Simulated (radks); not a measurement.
Results of a calculation; reference values are marked as such.
Q: These are the eigenvalues of the occupied orbitals of an atom or ion with whole-number occupations (eV). Code: a radial shooting solver on a logarithmic mesh with Libxc functionals. Model: scalar-relativistic Kohn-Sham, BLYP, spin-polarised, spherical densities, finite nucleus; Fermi nuclear charge, rms radius of each element as measured or else 0.836 A^(1/3) + 0.57 fm.

| orbital | eigenvalue |
|---|---|
| 1s up | -55516.93 |
| 1s down | -55516.92 |
| 2s up | -9306.218 |
| 2s down | -9306.165 |
| 2p up | -8248.490 |
| 2p down | -8248.449 |
| 3s up | -2097.967 |
| 3s down | -2096.255 |
| 3p up | -1774.676 |
| 3p down | -1772.969 |
| 3d up | -1363.877 |
| 3d down | -1362.566 |
| 4s up | -434.9301 |
| 4s down | -431.2002 |
| 4p up | -328.3769 |
| 4p down | -324.7084 |
| 4d up | -184.3712 |
| 4d down | -180.7824 |
| 5s up | -71.7729 |
| 5s down | -70.0272 |
| 5p up | -46.0888 |
| 5p down | -44.7625 |
| 4f up | -27.3013 |
| 4f down | -24.1056 |
| 6s up | -17.2609 |

Which element is it, and in what charge state? The configuration may be excited. Open shells, if any, are filled with parallel spins first.

A: Z = 67, holmium, charge +2: Ho2+ in [Xe] 4f10 6s1. The list shows which subshells hold electrons but not how many an open one holds; the 1s level, -2040.2 hartree, gives Z - s = 63.9 by -(Z - s)^2/2, which with screening and relativity narrows Z to a few neighbours, and the depths of the outer levels then fix element, charge and occupations together.
